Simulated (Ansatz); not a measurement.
Geometry optimisation, RKS PBE-D4/def2-SVP (Ansatz 0.2.0).

Input file:

```yaml
crystal:
  periodic: [false, false, false]
  atoms:
    - { symbol: Hf, position_ang: [-0.059536, -0.025438, 0.021717] }
    - { symbol: O, position_ang: [-0.405218, 0.025934, 2.008422] }
    - { symbol: H, position_ang: [-0.917604, -0.467041, 2.670338] }
    - { symbol: F, position_ang: [1.810449, -0.105298, -0.400877] }
    - { symbol: Cl, position_ang: [-1.236595, 1.637344, -1.190632] }
    - { symbol: F, position_ang: [-0.779947, -1.677599, -0.598556] }
    - { symbol: P, position_ang: [1.565832, 2.984826, 1.607137] }
    - { symbol: H, position_ang: [2.557413, 2.072467, 1.089281] }
    - { symbol: H, position_ang: [0.872107, 3.081033, 0.339035] }
    - { symbol: H, position_ang: [0.730798, 1.927172, 2.089634] }
basis:
  gaussian: { orbitals: def2-SVP }
hamiltonian:
  xc: pbe
  dispersion: d4
relax:
  f_tol: 0.03
  max_steps: 50
```

Command:

```bash
$ ansatz run input.yaml --threads 4 --pin off --max-ram 5120MiB --backend cpu --events-out ev --progress --plain --runs-dir out
```

Problem. Where does it end, and by what steps?

Solution. The forces met the threshold. After 13 steps the energy has fallen by 0.148 eV; O2 moved furthest, 0.34 Å.

```
step  energy less start (eV)  largest force component (eV/Å)  accepted
   0                  0.0000                           1.554       yes
   1                 -0.0868                           0.171       yes
   2                 -0.0983                           0.149       yes
   3                 -0.1066                           0.180       yes
   4                 -0.1144                           0.290       yes
   5                 -0.1209                           0.464       yes
   6                 -0.1424                           0.155       yes
   7                 -0.1446                           0.058       yes
   8                 -0.1351                           0.983        no
   9                 -0.1472                           0.158       yes
  10                 -0.1477                           0.064       yes
  11                 -0.1478                           0.058       yes
  12                 -0.1478                           0.048       yes
  13                 -0.1480                           0.025       yes
```

```xyz
10
Properties=species:S:1:pos:R:3
Hf -0.132 -0.196 -0.036
O -0.590 -0.193 1.821
H -0.797 -0.222 2.764
F 1.774 -0.209 -0.282
Cl -1.155 1.605 -1.197
F -0.786 -1.827 -0.794
P 1.698 3.087 1.627
H 2.476 2.094 0.931
H 0.770 3.227 0.532
H 0.880 2.087 2.269
```

Whether the end is a true minimum wasn't checked by a vibrational analysis.

Run time: 31 s on 4 threads of Arm Neoverse V1, on a shared host, peak memory 0.2 GiB.
